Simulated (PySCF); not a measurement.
Ge(H)(Me)(OMe)2, SMILES C[O][GeH]([CH3])[O]C (C₃H₁₀GeO₂), singlet, GFN2-xTB optimised geometry.

```
16

Ge    -0.68     0.15     0.00
C     -1.49    -0.91    -1.48
O     -1.09    -0.59     1.56
C     -2.37    -0.94     2.03
O      1.07     0.15     0.00
C      1.92    -0.95     0.26
H     -0.92     1.64     0.00
H     -1.32    -1.97    -1.31
H     -1.05    -0.63    -2.43
H     -2.56    -0.73    -1.54
H     -2.97    -0.06     2.27
H     -2.23    -1.53     2.94
H     -2.92    -1.54     1.30
H      1.95    -1.64    -0.59
H      1.61    -1.49     1.15
H      2.92    -0.54     0.42
```

Density from CAM-B3LYP/def2-TZVP in PySCF at that geometry.

Minimum of the electron density along straight lines between bonded atoms, close to the bond critical point (lines longer than 1.1 times the sum of covalent radii, or with two minima, are not listed):

| bond | length / Å | ρ at the minimum / e bohr⁻³ | ∇²ρ there / e bohr⁻⁵ | position (fraction from the first atom) |
|---|---|---|---|---|
| Ge1–C2 | 1.993 | ? | 0.04 | 0.47 |
| Ge1–O3 | 1.776 | 0.142 | 0.65 | 0.47 |
| O3–C4 | 1.409 | 0.260 | -0.58 | 0.64 |
| Ge1–O5 | 1.744 | 0.153 | ? | 0.48 |
| O5–C6 | 1.414 | 0.257 | -0.56 | 0.64 |
| Ge1–H7 | 1.509 | 0.143 | ? | 0.59 |
| C2–H8 | 1.088 | 0.276 | -0.93 | 0.64 |
| C2–H9 | 1.085 | 0.278 | -0.95 | 0.64 |
| C2–H10 | 1.085 | 0.277 | -0.94 | 0.64 |
| C4–H11 | 1.092 | 0.285 | -1.01 | 0.64 |
| C4–H12 | 1.092 | 0.286 | -1.02 | 0.65 |
| C4–H13 | 1.093 | 0.284 | -1.00 | 0.64 |
| C6–H14 | 1.093 | 0.284 | -1.00 | 0.64 |
| C6–H15 | 1.091 | 0.286 | -1.02 | 0.65 |
| C6–H16 | 1.091 | 0.286 | -1.02 | 0.65 |

Complete the blanks.


- Ge1–C2, ρ at the minimum / e bohr⁻³: 0.123
- Ge1–O5, ∇²ρ there / e bohr⁻⁵: 0.75
- Ge1–H7, ∇²ρ there / e bohr⁻⁵: 0.06
